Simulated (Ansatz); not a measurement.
Consider the formal exchange of groups at a C–Zn bond: `[CH3][Zn][CH2]C=O` + `C#[C][GaH2]` → `C#[C][GaH][CH3]` + `O=C[CH2][ZnH]`.

Gas-phase electronic energies from Ansatz, PBE0-D4/def2-TZVP geometries. CCSD(T)/CBS is the MP2 limit (def2-TZVPP, def2-QZVPP) plus CCSD(T) − MP2 in def2-TZVPP, frozen cores. DFT in def2-TZVPP. B3LYP here is the variant with VWN-RPA as its local correlation; programs differ in this. For Ga, Zn outer-core shells are correlated without core-valence functions, which leaves a few kJ/mol of doubt a bond. Scalar relativity is left out up to krypton. One conformer a species, not always the lowest.

(1) Is it downhill or uphill in electronic energy at CCSD(T)/CBS, and by how much? (Estimate.)

(2) What do these levels give: PBE-D4, r2SCAN-D4, B3LYP-D4, B2PLYP, HF/def2-TZVPP, MP2/def2-TZVPP, SCS-MP2/def2-TZVPP, CCSD/def2-TZVPP, HF/def2-QZVPP, MP2/def2-QZVPP, SCS-MP2/def2-QZVPP, MP2/CBS(def2)? (Estimate.)

Largest T1 diagnostic among the species: 0.016.

Answers

(1) Computed: Downhill: ΔE = -6.6 kJ/mol.

(2) Computed: PBE-D4 -4.8, r2SCAN-D4 -5.5, B3LYP-D4 -6.8, B2PLYP -4.8, HF/def2-TZVPP -10.9, MP2/def2-TZVPP -5.0, SCS-MP2/def2-TZVPP -6.1, CCSD/def2-TZVPP -8.4, HF/def2-QZVPP -9.9, MP2/def2-QZVPP -4.1, SCS-MP2/def2-QZVPP -5.1, MP2/CBS(def2) -4.0 kJ/mol.

In def2-TZVPP, CCSD(T) changes the Hartree–Fock value by +3.4 kJ/mol (the triples alone add +0.8 kJ/mol) and MP2 by +6.0 kJ/mol.
